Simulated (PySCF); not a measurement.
## Distorted geometries of [Yb(NH3)2]3+

[Yb(NH3)2]3+ (singlet in the valence; each metal's 4f electrons, 13 of them, lie in its core potential, out of spins and levels). PySCF 2.14.0, RKS TPSS, Yb lcecp-1-SVP with ECP59, N def2-SVP, H def2-SVP; non-relativistic Hamiltonian with scalar-relativistic core potentials where named; density fitting; no spin-orbit coupling. Relaxed geometry:

```xyz
9

Yb   -0.1898    1.1129   -0.0001
N     0.0289   -0.1814    1.9153
H     0.9163   -0.0358    2.4576
H    -0.7102   -0.0204    2.6433
H     0.0049   -1.2214    1.7878
N     0.0371   -0.1781   -1.9168
H     0.9018   -0.7681   -1.9773
H    -0.7291   -0.8717   -2.0968
H     0.0672    0.3674   -2.8131
```

Question: Order these distorted geometries by energy above the relaxed one, lowest first.
A.
```xyz
9

Yb   -0.1916    1.1824    0.0266
N     0.2113   -0.1788    1.8676
H     0.9519    0.0104    2.5181
H    -0.7204   -0.0625    2.5649
H    -0.0434   -1.2294    1.8291
N    -0.0668   -0.1958   -1.9273
H     0.8805   -0.8052   -1.9507
H    -0.7429   -0.9342   -2.0905
H     0.0484    0.4166   -2.8377
```
B.
```xyz
9

Yb   -0.2816    1.2499   -0.0215
N     0.0674    0.0939    1.8158
H     0.9301   -0.0640    2.5636
H    -0.8568   -0.1631    2.6249
H     0.0906   -1.0186    1.5278
N     0.0724   -0.1305   -1.9059
H     1.1363   -0.9143   -2.2736
H    -0.6813   -0.9035   -1.7521
H    -0.1498    0.0535   -2.5790
```
C.
```xyz
9

Yb   -0.2752    1.1326   -0.1002
N    -0.0036   -0.0707    1.8544
H     0.8834   -0.0042    2.5474
H    -0.7038   -0.1189    2.6039
H    -0.0580   -1.2616    1.8171
N     0.1473   -0.2019   -1.8706
H     1.0265   -0.7386   -1.9500
H    -0.6978   -0.8553   -2.0255
H     0.0083    0.3221   -2.8764
```

Answer: A (0.78 eV), C (0.86 eV), B (6.36 eV).

Question: Which forces (eV/Å) act in the one that lies 0.86 eV up?

Answer: 
```
Yb   0.16  0.25  0.81
N    1.78 -4.18  1.52
H   -1.31  0.22 -1.73
H   -1.18  1.07  0.56
H    0.64  2.98 -0.65
N   -2.50  1.23 -2.64
H    0.26 -0.50 -0.24
H    1.22 -0.14  0.35
H    0.95 -0.94  2.03
```
Forces carry noise of the integration grid, about 0.01 to 0.03 eV/Å.

No frequency check is given that shows the relaxed geometry to be a minimum. An lcecp potential fixes the number of 4f electrons, so in runs with it no electron can move into or out of that shell.
